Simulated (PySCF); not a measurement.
## Polarisability and C₆ of Dy⁶¹⁺ (dysprosium, charge +61)

[He] 2s2 2p1, 2P determinant. Calculation: PySCF 2.14, in an even-tempered Gaussian basis (19 s from 37 bohr⁻², ratio 2.2; 13 p from 48 bohr⁻², ratio 2.2; 5 d from 180 bohr⁻², ratio 2.4; 5 f from 270 bohr⁻², ratio 2.4; 4 g from 400 bohr⁻², ratio 2.4); scalar relativity by spin-free X2C-1e. Coupled (time-dependent) response in atomic units; α is the mean over directions.

```csv
method,mean α (bohr³),"α xx, yy, zz",C₆ (like pair),S(−4)
UHF,0.0002079,"0.0002406, 0.0001425, 0.0002406",1.255e-06,1.829e-07
PBE0,0.0002061,"0.0002387, 0.0001409, 0.0002387",1.239e-06,1.804e-07
```

S(−4) is the Cauchy moment in α(ω) = α(0) + S(−4) ω² + …

Spin-orbit coupling is absent.

α(iu) at PBE0:

| u (hartree) | α(iu) (bohr³) |
| --- | --- |
| 0 | 0.0002061 |
| 4.00 | 0.0002032 |
| 8.00 | 0.0001952 |
| 16.0 | 0.0001690 |
| 24.0 | 0.0001390 |
| 32.0 | 0.0001125 |
| 40.0 | 9.163e-05 |
| 60.0 | 5.911e-05 |
| 80.0 | 4.270e-05 |
| 120 | 2.804e-05 |
| 200 | 1.789e-05 |

A single London oscillator, α(iu) = α/(1 + u²/ω²), gives C₆ = (3/4) ω α². Matching the computed C₆ needs ω = 4 × 1.239e-06 / (3 × 0.0002061²) = 38.9 hartree.

For an ion, C₆ is the dispersion term alone; charge-induced terms of lower order in 1/R come first.

The components differ because the open shell of this determinant is not spherical; for a pure term their mean is the scalar polarisability.

Spin-orbit coupling, absent here, splits the open shell strongly.
